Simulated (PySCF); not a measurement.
## `C1=CCC(SC)=CC=C1`, C₈H₁₀S

Molfile (atoms numbered from 1):
```
C8H10S
     RDKit          3D

 19 19  0  0  0  0  0  0  0  0999 V2000
    2.9329   -0.4099   -1.0645 C   0  0  0  0  0  0  0  0  0  0  0  0
    1.9542   -1.3918    0.1083 S   0  0  0  0  0  0  0  0  0  0  0  0
    0.5504   -0.3843    0.4179 C   0  0  0  0  0  0  0  0  0  0  0  0
    0.4910    0.9385    0.1721 C   0  0  0  0  0  0  0  0  0  0  0  0
   -0.7078    1.7137    0.2361 C   0  0  0  0  0  0  0  0  0  0  0  0
   -1.9529    1.2706   -0.0573 C   0  0  0  0  0  0  0  0  0  0  0  0
   -2.2658   -0.0589   -0.4905 C   0  0  0  0  0  0  0  0  0  0  0  0
   -1.6222   -1.1628   -0.0895 C   0  0  0  0  0  0  0  0  0  0  0  0
   -0.6153   -1.1151    1.0128 C   0  0  0  0  0  0  0  0  0  0  0  0
    3.4185    0.4139   -0.5488 H   0  0  0  0  0  0  0  0  0  0  0  0
    2.2835   -0.0475   -1.8558 H   0  0  0  0  0  0  0  0  0  0  0  0
    3.6825   -1.0818   -1.4708 H   0  0  0  0  0  0  0  0  0  0  0  0
    1.3862    1.4792   -0.1016 H   0  0  0  0  0  0  0  0  0  0  0  0
   -0.5701    2.7743    0.4064 H   0  0  0  0  0  0  0  0  0  0  0  0
   -2.7550    1.9958   -0.1051 H   0  0  0  0  0  0  0  0  0  0  0  0
   -3.0693   -0.1466   -1.2108 H   0  0  0  0  0  0  0  0  0  0  0  0
   -1.8202   -2.1187   -0.5520 H   0  0  0  0  0  0  0  0  0  0  0  0
   -1.0062   -0.5471    1.8620 H   0  0  0  0  0  0  0  0  0  0  0  0
   -0.3242   -2.1121    1.3389 H   0  0  0  0  0  0  0  0  0  0  0  0
  1  2  1  0
  2  3  1  0
  3  4  2  0
  4  5  1  0
  5  6  2  0
  6  7  1  0
  7  8  2  0
  8  9  1  0
  9  3  1  0
  1 10  1  0
  1 11  1  0
  1 12  1  0
  4 13  1  0
  5 14  1  0
  6 15  1  0
  7 16  1  0
  8 17  1  0
  9 18  1  0
  9 19  1  0
M  END
```

Computed with PySCF 2.14.0, GIAO wB97X-D/pcSseg-1 magnetisability, rotational g tensor and spin-rotation constants, non-relativistic, gas phase. Geometry: GFN2-xTB.

How diamagnetic is it, and how anisotropic?

Isotropic -1556 × 10⁻³⁰ J/T², or -93.7 × 10⁻⁶ cm³/mol; principal values -1933, -1446, -1289 × 10⁻³⁰ J/T², anisotropy 582 × 10⁻³⁰ J/T² (root of half the summed squared differences of the principal values). The susceptibility is in cgs units.

Split it along the inertial axes a, b, c into diamagnetic and paramagnetic parts about the centre of mass, with the quadrupole moment.


| axis | χ (10⁻⁶ cm³/mol) | diamagnetic (10⁻⁶ cm³/mol) | paramagnetic (10⁻⁶ cm³/mol) | summed x² of all electrons (Å²) | quadrupole Θ (D Å) |
| --- | --- | --- | --- | --- | --- |
| a | -88.7 | -580.9 | 492.2 | 274.3 | +2.51 |
| b | -80.8 | -1332.0 | 1251.1 | 97.3 | +2.56 |
| c | -111.6 | -1576.4 | 1464.8 | 39.7 | -5.06 |

Anisotropies 2χaa − χbb − χcc = +14.9 and 2χbb − χaa − χcc = +38.7 × 10⁻⁶ cm³/mol. Θ is traceless in Buckingham's convention.

And the rotational g tensor?


```csv
axis,rotational constant (GHz),g,nuclear part,electronic part
a,2.7517,-0.0249,0.6113,-0.6362
b,0.9860,-0.0126,0.5669,-0.5796
c,0.8233,+0.0031,0.5696,-0.5665
```
Asymmetric top; isotopes 12C, 1H, 32S; no vibrational averaging.
